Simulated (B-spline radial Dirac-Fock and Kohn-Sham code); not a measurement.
**Binding energies of Pm⁺ in different valence configurations**

These are calculated numbers from a radial finite-basis atomic code; the model is multi-electron Dirac-Fock with separately optimised hole states, Breit and Lamb-shift corrections added in first order. Electron correlation is not included.

Reference: the tabulated ground configuration [Xe] 4f5 6s1, with 2p3/2 6470.9 eV, 3s 1663.8 eV, 3p3/2 1371.3 eV, 4s 352.0 eV, 4d3/2 141.8 eV, 5p3/2 31.93 eV, Kα1 38722.8 eV, Kβ1 43822.5 eV, Lα1 5431.2 eV, Lβ2 6333.4 eV.

Shifts from the reference in eV. A negative average energy means that the model, which has no correlation or term splitting, puts that configuration lower.

```
   configuration  average energy   2p3/2      3s   3p3/2      4s   4d3/2  5p3/2    Kα1    Kβ1    Lα1    Lβ2
[Xe] 4f4 5d1 6s1           -0.01   +8.26   +9.61   +9.56   +8.68   +7.61  +3.20  -0.75  -2.05  -1.12  +0.71
    [Xe] 4f4 6s2           +0.48  +11.30  +12.63  +12.55  +11.70  +10.50  +5.40  -0.86  -2.12  -1.06  +0.85
        [Xe] 4f6           +6.56   -9.32  -10.41  -10.37   -9.85   -8.95  -4.91  +0.72  +1.77  +0.88  -0.41
[Xe] 4f4 6s1 6p1           +3.12  +12.35  +13.65  +13.60  +12.67  +11.55  +6.39  -0.89  -2.14  -1.06  +0.86
```
